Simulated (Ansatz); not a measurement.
Relaxation of CH3BF2 (7 atoms, charge 0, multiplicity 1), to a largest force component of 0.02 eV/Å in at most 40 steps.

The calculation used RKS r2SCAN-D4/cc-pVDZ (Ansatz).

```xyz
7
Properties=species:S:1:pos:R:3:forces:R:3
B 0.000 0.000 0.000 -1.95 0.00 -1.10
F 0.000 0.000 1.320 0.40 0.00 0.67
F 1.143 0.000 -0.660 0.80 0.00 0.05
C -1.386 0.000 -0.800 0.98 0.05 0.17
H -1.946 -0.930 -0.571 0.00 0.32 -0.04
H -1.990 0.880 -0.495 0.01 -0.33 -0.07
H -1.184 0.051 -1.890 -0.23 -0.03 0.32
```

Task: Where does it end, and by what steps?

Result: The run converged. After 5 steps the energy has fallen by 0.071 eV; F3 moved furthest, 0.05 Å.

| step | energy less start (eV) | largest force component (eV/Å) | accepted |
| --- | --- | --- | --- |
| 0 | 0.0000 | 1.951 | yes |
| 1 | -0.0542 | 0.992 | yes |
| 2 | -0.0683 | 0.262 | yes |
| 3 | -0.0709 | 0.026 | yes |
| 4 | -0.0709 | 0.036 | yes |
| 5 | -0.0710 | 0.001 | yes |

```xyz
7
Properties=species:S:1:pos:R:3
B -0.023 0.002 -0.024
F 0.005 0.010 1.315
F 1.173 -0.015 -0.624
C -1.362 0.005 -0.809
H -1.935 -0.907 -0.570
H -1.995 0.848 -0.485
H -1.225 0.057 -1.898
```

Run time: 15 s on 2 threads of Intel(R) Xeon(R) Platinum 8259CL CPU @ 2.50GHz (Skylake/Cascade Lake) (shared host), peak memory 0.17 GiB.
